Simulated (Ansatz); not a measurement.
`[SiH3]CI` + `O[SiH2]F` → `F[SiH2]O[SiH3]` + `CI` at 400 K and 1 bar (ligand exchange at the Si–C bond).

Computed with Ansatz on PBE0-D4/def2-TZVP structures; ΔE is electronic, products minus reactants. CCSD(T)/CBS adds triple-zeta CCSD(T) − MP2 to the extrapolated MP2 energy (def2 sets, frozen cores). def2 core potentials past Kr. For I outer-core shells are correlated without core-valence functions, which leaves a few kJ/mol of doubt a bond. One conformer a species, not always the lowest.

| species | CCSD(T)/CBS energy (Eh) | H − E (kJ/mol) | S (J/(mol·K)) |
| --- | --- | --- | --- |
| `[SiH3]CI` | -627.57596 | 161.2 | 341.6 |
| `O[SiH2]F` | -465.96250 | 110.6 | 296.9 |
| `F[SiH2]O[SiH3]` | -756.28164 | 162.6 | 380.8 |
| `CI` | -337.29646 | 111.8 | 267.3 |

H − E and S are ideal-gas, rigid-rotor, harmonic terms from PBE0-D4/def2-TZVP, for one conformer and one mirror image of each species. 1 Eh = 2625.50 kJ/mol, R = 8.31446 J/(mol·K).

Question: By hand: ΔE, ΔH, ΔS and ΔG.

Answer: ΔE = (-756.28164) + (-337.29646) − (-627.57596) − (-465.96250) = -0.03964 Eh = -104.1 kJ/mol. Δ(H − E) = 162.6 + 111.8 − 161.2 − 110.6 = 2.6, so ΔH = -101.5 kJ/mol. ΔS = 380.8 + 267.3 − 341.6 − 296.9 = 9.6 J/(mol·K). ΔG = -101.5 − 400 × (9.6)/1000 = -105.3 kJ/mol.

Question: By hand: the equilibrium constant, and the temperature at which ΔG would vanish if ΔH and ΔS stayed fixed.

Answer: log₁₀ K = −ΔG/(RT ln 10) = 13.8. ΔH and −TΔS have one sign here, so there is no such temperature.

The number of gas molecules stays the same, so ΔS is small and ΔH decides. A doubt of 5 kJ/mol in ΔE shifts log₁₀ K by 0.7 here. Other conformers and mirror images would add mixing entropy, several J/(mol·K) or more a flexible species. Modes under 60 cm⁻¹, often nearly free rotors, make the harmonic entropy too high. These are equilibria of isolated gas molecules and say nothing of rates. Largest T1 diagnostic: 0.011 (customary marks: 0.02 for closed shells, 0.045 for open ones).

ΔS is within the doubt of such terms, so its sign, and with it that verdict, could turn.
